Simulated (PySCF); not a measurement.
Record of a relaxation.

Species: C4H9FOSi2.
Atom-mapped SMILES: `[CH3:1][C@:2]1([F:3])[CH2:4][C:5](=[O:6])[SiH2:7][SiH2:8]1` (hydrogens: H9, H10, H11 on C1; H12, H13 on C4; H14, H15 on Si7; H16, H17 on Si8)

Computed by this run: PBE0-D3(BJ)/def2-SVP geometry optimisation, gas phase in PySCF; density fitting, grid level 1; the optimiser is geomeTRIC in internal coordinates, started from a GFN2-xTB structure. 5 of its 10 geometries are shown. The frame can shift and turn from step to step; on so coarse a grid that alone can change the energy by a few meV, and forces under 0.02 eV/Å are noise.

Step 0: E = -24785.4612 eV, largest atomic force 0.693 eV/Å
```
atom  x, y, z in Å  |  force x, y, z in eV/Å
C1     -2.051    0.162    0.820    0.584   0.170  -0.332
C2     -0.810    0.081   -0.051   -0.248  -0.354  -0.042
F3     -1.244    0.101   -1.392    0.205  -0.019   0.053
C4     -0.065   -1.238    0.144   -0.063   0.455  -0.323
C5      1.224   -1.311   -0.656   -0.183  -0.358  -0.065
O6      1.616   -2.334   -1.161    0.050   0.052   0.009
Si7     2.188    0.372   -0.780   -0.073  -0.086   0.080
Si8     0.423    1.583    0.091   -0.532  -0.409  -0.016
H9     -2.705   -0.691    0.645   -0.194  -0.340  -0.099
H10    -2.604    1.070    0.589   -0.251   0.362  -0.042
H11    -1.766    0.183    1.868    0.036   0.010   0.477
H12     0.213   -1.327    1.198    0.108  -0.071   0.406
H13    -0.702   -2.089   -0.115   -0.138  -0.238  -0.045
H14     3.384    0.239    0.058    0.395   0.053   0.383
H15     2.616    0.567   -2.163    0.054   0.224  -0.549
H16    -0.204    2.695   -0.622   -0.057   0.458  -0.382
H17     0.478    1.949    1.515    0.306   0.090   0.486
```

Step 2: E = -24785.5723 eV, largest atomic force 0.061 eV/Å
```
atom  x, y, z in Å  |  force x, y, z in eV/Å
C1     -2.158    0.377    0.693   -0.019  -0.004   0.008
C2     -0.837    0.280   -0.034    0.015   0.018   0.040
F3     -1.092    0.280   -1.420   -0.004   0.004  -0.014
C4     -0.084   -1.011    0.247   -0.015   0.031   0.020
C5      1.230   -1.097   -0.522   -0.007  -0.060  -0.003
O6      1.657   -2.137   -0.952    0.028   0.013  -0.015
Si7     2.160    0.628   -0.700   -0.017  -0.005   0.020
Si8     0.352    1.798    0.190    0.023  -0.017  -0.031
H9     -2.799   -0.485    0.445    0.008  -0.001  -0.009
H10    -2.693    1.296    0.413    0.002  -0.002  -0.010
H11    -1.999    0.388    1.781   -0.004  -0.001  -0.005
H12     0.170   -1.067    1.323   -0.006   0.010  -0.002
H13    -0.697   -1.895    0.004    0.009   0.002  -0.006
H14     3.388    0.588    0.149    0.010   0.020  -0.013
H15     2.518    0.898   -2.120   -0.009  -0.012  -0.005
H16    -0.195    2.974   -0.544   -0.001   0.013   0.020
H17     0.533    2.125    1.639   -0.013  -0.009   0.005
```

Step 4: E = -24785.5743 eV, largest atomic force 0.052 eV/Å
```
atom  x, y, z in Å  |  force x, y, z in eV/Å
C1     -2.164    0.371    0.679    0.024   0.016  -0.044
C2     -0.830    0.283   -0.026   -0.024  -0.007   0.020
F3     -1.071    0.289   -1.415    0.020  -0.010  -0.015
C4     -0.079   -1.009    0.260    0.003   0.013  -0.026
C5      1.236   -1.099   -0.509   -0.030   0.022   0.008
O6      1.663   -2.138   -0.941    0.021  -0.005   0.006
Si7     2.154    0.631   -0.710    0.029  -0.016   0.023
Si8     0.361    1.797    0.208   -0.046   0.003  -0.012
H9     -2.792   -0.494    0.410   -0.013  -0.009   0.002
H10    -2.696    1.287    0.385   -0.009   0.002   0.008
H11    -2.032    0.380    1.770    0.012   0.002   0.014
H12     0.169   -1.059    1.337    0.013  -0.008   0.010
H13    -0.690   -1.894    0.016   -0.012  -0.005   0.005
H14     3.404    0.616    0.106    0.007   0.002  -0.010
H15     2.477    0.889   -2.141   -0.017   0.003  -0.006
H16    -0.194    2.985   -0.501    0.004   0.008   0.008
H17     0.539    2.104    1.662    0.020  -0.011   0.008
```

Step 7: E = -24785.5771 eV, largest atomic force 0.037 eV/Å
```
atom  x, y, z in Å  |  force x, y, z in eV/Å
C1     -2.179    0.357    0.630   -0.017  -0.003   0.020
C2     -0.820    0.279   -0.023    0.011  -0.006  -0.035
F3     -1.006    0.290   -1.423   -0.006   0.003   0.020
C4     -0.068   -1.008    0.281   -0.008   0.011   0.009
C5      1.255   -1.089   -0.475    0.000  -0.015  -0.010
O6      1.708   -2.130   -0.875    0.017  -0.007   0.011
Si7     2.135    0.654   -0.728   -0.004   0.013  -0.005
Si8     0.359    1.791    0.259    0.006   0.017   0.014
H9     -2.793   -0.512    0.340    0.007   0.006   0.004
H10    -2.708    1.271    0.323    0.005  -0.001   0.002
H11    -2.081    0.364    1.726   -0.007  -0.002  -0.009
H12     0.172   -1.050    1.360   -0.005  -0.006  -0.008
H13    -0.671   -1.899    0.038    0.007   0.008  -0.004
H14     3.440    0.679   -0.004   -0.002  -0.011  -0.001
H15     2.348    0.903   -2.182   -0.002   0.003   0.002
H16    -0.204    3.015   -0.378    0.001  -0.005  -0.005
H17     0.569    2.024    1.723   -0.003  -0.007  -0.006
```

Step 9: E = -24785.5778 eV, largest atomic force under 0.02 eV/Å
```
atom  x, y, z in Å  |  force x, y, z in eV/Å
C1     -2.180    0.354    0.629    0.009   0.003   0.006
C2     -0.821    0.280   -0.026    0.003   0.003   0.010
F3     -1.007    0.299   -1.425   -0.006  -0.001  -0.004
C4     -0.068   -1.008    0.274    0.006  -0.001  -0.010
C5      1.262   -1.087   -0.471    0.007   0.010  -0.005
O6      1.731   -2.129   -0.850   -0.012   0.006   0.012
Si7     2.131    0.660   -0.733   -0.007  -0.003  -0.003
Si8     0.358    1.791    0.267    0.013  -0.014  -0.002
H9     -2.794   -0.512    0.335   -0.004  -0.004  -0.007
H10    -2.708    1.271    0.327   -0.002   0.000  -0.004
H11    -2.084    0.355    1.724    0.004   0.000   0.005
H12     0.166   -1.056    1.354   -0.004  -0.006   0.006
H13    -0.669   -1.898    0.025   -0.006  -0.004  -0.008
H14     3.442    0.681   -0.021    0.004   0.003  -0.001
H15     2.329    0.914   -2.188    0.001   0.001  -0.001
H16    -0.207    3.019   -0.360    0.000   0.002   0.000
H17     0.572    2.006    1.733   -0.005   0.006   0.005
```

**Question.** Summarise the path.

**Answer.** The energy falls by 2.69 kcal/mol from step 0 to step 9; nine tenths of that is first reached at step 1. It falls at every step. The largest force goes from 0.693 to under 0.02 eV/Å. Among the bonds Si7–H15 changes most, from 1.461 to 1.490 Å; the atoms move by 0.212 Å rms after alignment.

The cost below is that of the whole optimisation. Time: 1.7 min; peak memory 0.69 GiB. Hardware: one thread of an Arm Neoverse V1, shared host.
